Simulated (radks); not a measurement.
All-electron atom: the rhodium ion Rh+ in [Kr] 4d8.

Method: scalar-relativistic Kohn-Sham, r2SCAN, spin-polarised, spherical densities, finite nucleus; open shells are filled with parallel spins first (spin-orbit coupling, left out, can overturn this in heavy ions); meta-GGA in the generalised Kohn-Sham scheme; Fermi nuclear charge, rms radius 4.4945 fm; hard spherical wall at 10 bohr; computed with a radial shooting solver on a logarithmic mesh with Libxc functionals.

Energy parts (eV):
part                       energy
total                 -130191.574
kinetic                134835.112
electron-nucleus      -313920.783
Hartree                 52673.096
exchange-correlation    -3779.000

Orbitals (lengths in bohr, moments of r in powers of bohr; <r^-3> diverges for s and p1/2):
orbital  occ.  eigenvalue (eV)    <r^-3>
1s up       1        -23093.13         -
1s down     1        -23093.14         -
2s up       1        -3367.749         -
2s down     1        -3367.310         -
2p up       3        -3016.164      3245
2p down     3        -3015.843      3246
3s up       1        -613.5616         -
3s down     1        -613.4535         -
3p up       3        -496.9991     566.9
3p down     3        -496.8447     566.4
3d up       5        -311.1618     76.42
3d down     5        -310.8313     76.38
4s up       1         -93.1567         -
4s down     1         -91.4518         -
4p up       3         -60.3874     86.33
4p down     3         -58.5673     87.12
4d up       5         -14.3950     6.485
4d down     3         -12.6330     6.360
4f up       0           1.6469  0.007959
4f down     0           1.6633  0.007581
5s up       0         -10.5828         -
5s down     0          -9.8563         -
5p up       0          -5.7096     5.420
5p down     0          -5.3869     4.672

The highest occupied level is 4d down at -12.633 eV. The electron density at the nucleus is 1.237e+05 e/bohr^3 (large components only). The density falls to 0.001 e/bohr^3 at r = 3.71 bohr. The spin density at the nucleus is -1.889 e/bohr^3 (1s 0.004, 2s -0.907, 3s 0.797, 4s -1.783). Spin moment in Bohr magnetons: 2. The pressure on the wall is 0.0000881 GPa. Summed over all electrons, <r^2> = 36.50 bohr^2, which gives a Langevin (diamagnetic) susceptibility term of -28.9 x 10^-6 cm^3/mol.
